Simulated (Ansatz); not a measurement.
Sr₂S₂⁻. Charge -1, multiplicity 2. Geometry relaxed at PBE0-D4/def2-TZVPD.

```xyz
4

Sr   -1.121    0.274   -1.412
Sr    1.121   -0.274    1.412
S     1.411   -0.660   -1.249
S    -1.411    0.660    1.249
```

In the def2 sets Sr takes a core potential; there is no spin–orbit coupling. The structure comes from a short search, and lower isomers may exist.

(1) Estimate the harmonic wavenumbers at UKS PBE0-D4/def2-TZVPD (Ansatz, unscaled). Is this a minimum?

Results:

(1) 74, 129, 182, 221, 275, 278 cm⁻¹. Yes, no mode is imaginary beyond noise. Zero-point energy 6.9 kJ/mol. It took 84 s on 4 threads of Arm Neoverse V1 on a shared host, peak host memory 0.59 GiB.
